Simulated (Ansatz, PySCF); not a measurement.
Breaking the H–H spacing in H4 chain (multiplicity 1 held). Energies count from the point at 0.900 Å.
Geometry at that point (charge 0, multiplicity 1):
```xyz
4

H      0.0000     0.0000     0.0000
H      0.0000     0.0000     0.9000
H      0.0000     0.0000     1.8000
H      0.0000     0.0000     2.7000
```

U- levels take the lowest unrestricted solution at each point, which mixes spins at long bonds. Active spaces are followed from rest. Full CI gives the lowest state of the spin. Levels need not reach the same state.

Rows in 3-21G, 6-31G* carry no dispersion term and start afresh at each structure (6-31G* with six Cartesian d functions).

Programs: Ansatz (a first-principles code) with Gaussian orbitals; PySCF for 3-21G rows, 6-31G* rows. Each number belongs to the level named beside it.

Other levels give for the energy at R = 3.600 Å: U-PBE/cc-pVTZ 738.8; U-B3LYP/cc-pVTZ 761.6; U-wB97X-V/cc-pVTZ 729.4; FIC-MRCISD+Q on CASSCF(4,4)/cc-pVTZ 730.4; FCI/cc-pVTZ 730.7 kJ/mol.

Common cheap choices:

| level | energy at R = 3.600 Å (kJ/mol) | less 730.7 (FCI/cc-pVTZ) |
|---|---|---|
| R-HF/3-21G | 1646.7 | 916.0 |
| R-HF/6-31G* | 1591.3 | 860.6 |
| R-BP86/6-31G* | 1123.8 | 393.1 |
| R-B3LYP/6-31G* | 1230.0 | 499.3 |
| U-B3LYP/6-31G* | 761.9 | 31.2 |
| R-MP2/6-31G* | 902.1 | 171.4 |

Doubts at one or more of the structures used: a restricted determinant that unrestricted orbitals would lower (R-HF/3-21G, R-HF/6-31G*, R-BP86/6-31G*, R-B3LYP/6-31G*, R-MP2/6-31G*); a spin-contaminated determinant (U-B3LYP/6-31G*, U-PBE/cc-pVTZ, U-B3LYP/cc-pVTZ, U-wB97X-V/cc-pVTZ).
